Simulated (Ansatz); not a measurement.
One geometry of CH6F2O2Si2 (`O[Si@H](F)C[Si@@H](O)F`), several functionals.

```yaml
crystal:
  periodic: [false, false, false]
  atoms:
    - {symbol: O, position_ang: [-0.977326, 1.602635, 2.107098]}
    - {symbol: Si, position_ang: [0.092586, 0.941317, 1.071066]}
    - {symbol: F, position_ang: [0.813109, -0.316863, 1.778725]}
    - {symbol: C, position_ang: [-0.667278, 0.270694, -0.480714]}
    - {symbol: Si, position_ang: [0.428413, -0.868454, -1.461755]}
    - {symbol: O, position_ang: [0.885840, -2.159501, -0.582876]}
    - {symbol: F, position_ang: [1.697668, -0.002215, -1.907650]}
    - {symbol: H, position_ang: [-1.783511, 1.132423, 2.322834]}
    - {symbol: H, position_ang: [1.122449, 1.969192, 0.843859]}
    - {symbol: H, position_ang: [-0.977484, 1.111982, -1.110580]}
    - {symbol: H, position_ang: [-1.573698, -0.290236, -0.220789]}
    - {symbol: H, position_ang: [-0.197974, -1.393473, -2.690059]}
    - {symbol: H, position_ang: [1.137196, -1.997500, 0.330839]}
basis:
  gaussian: {orbitals: def2-TZVPP}
hamiltonian: {xc: pbe, dispersion: d4}
output: {forces: true, orbitals: {seedname: orbitals}}
```

```sh
$ ansatz run in.yaml --threads 2 --pin off --events-out ev --progress --plain --max-ram 32768MiB --backend cuda --devices 0, --max-vram 18GiB
```

Output, abridged:

```
Functional definition: PBE
  name "PBE"
  cite "Perdew, Burke & Ernzerhof, Phys. Rev. Lett. 77, 3865 (1996) doi:10.1103/PhysRevLett.77.3865"
  parent pbe
  parameter kappa = 0.804
  parameter beta = 0.06672455060314922
  exchange = pbe_x(kappa = kappa, mu = beta*pi^2/3)
  correlation = pbe_c(beta = beta)
1724 factors; their error is unknown
mean field evaluation 1: about -26391.0398 eV, gradient 1.1e2 eV
mean field evaluation 2: about -26338.3827 eV, gradient 1.9e2 eV
mean field evaluation 4: about -26410.6622 eV, gradient 1.5e1 eV
mean field evaluation 8: about -26411.1334 eV, gradient 3.8e-1 eV
mean field evaluation 16: about -26411.0952 eV, gradient 4.2e-3 eV
mean field -26411.09515165 eV, -970.5898447400 hartree, gradient 1.8e-5 eV, S^2 0.000000; 0 other end points of the search recorded, 0 dependent functions left out
the calculation of the forces begins
reference -26411.09519838 eV, -970.5898464573 hartree; 37, 37 occupied and 286, 286 virtual orbitals, 1724 factors
Total energy: -26411.42157599 eV, -970.6018406129 hartree
Atom 0 at    -0.977326     1.602635     2.107098 Å, force     0.029404     0.483464     0.263299 eV/Å
Atom 1 at     0.092586     0.941317     1.071066 Å, force     0.021608     0.149422    -0.391206 eV/Å
Atom 2 at     0.813109    -0.316863     1.778725 Å, force     0.307088    -0.481255     0.282762 eV/Å
Atom 3 at    -0.667278     0.270694    -0.480714 Å, force    -0.008670     0.015043    -0.029502 eV/Å
Atom 4 at     0.428413    -0.868454    -1.461755 Å, force    -0.404646     0.044730    -0.057112 eV/Å
Atom 5 at     0.885840    -2.159501    -0.582876 Å, force     0.031984    -0.548785    -0.145762 eV/Å
Atom 6 at     1.697668    -0.002215    -1.907650 Å, force     0.507340     0.356843    -0.206971 eV/Å
Atom 7 at    -1.783511     1.132423     2.322834 Å, force    -0.381016    -0.212132     0.096225 eV/Å
Atom 8 at     1.122449     1.969192     0.843859 Å, force     0.114107     0.140227    -0.017584 eV/Å
Atom 9 at    -0.977484     1.111982    -1.110580 Å, force    -0.072481     0.155167    -0.113052 eV/Å
Atom 10 at    -1.573698    -0.290236    -0.220789 Å, force    -0.173681    -0.091255     0.043625 eV/Å
Atom 11 at    -0.197974    -1.393473    -2.690059 Å, force    -0.076157    -0.085970    -0.146511 eV/Å
Atom 12 at     1.137196    -1.997500     0.330839 Å, force     0.105118     0.074500     0.421789 eV/Å
Dipole moment:    -0.597187     0.076837     0.157239 e Å
```

It took 6.5 s on 2 threads of an AMD EPYC 7R13 on a shared host and a share of an NVIDIA H100 80 GB, with 0.81 GiB of host memory at the peak.

Changing it to `hamiltonian: {xc: pbe0, dispersion: d4}` and no forces (abridged; 4.7 s):

```
Functional definition: PBE0
mean field evaluation 16: about -26412.9295 eV, gradient 5.5e-5 eV
mean field -26412.92949905 eV, -970.6572557634 hartree, gradient 5.5e-5 eV, S^2 0.000000
Total energy: -26413.20720287 eV, -970.6674611904 hartree
```
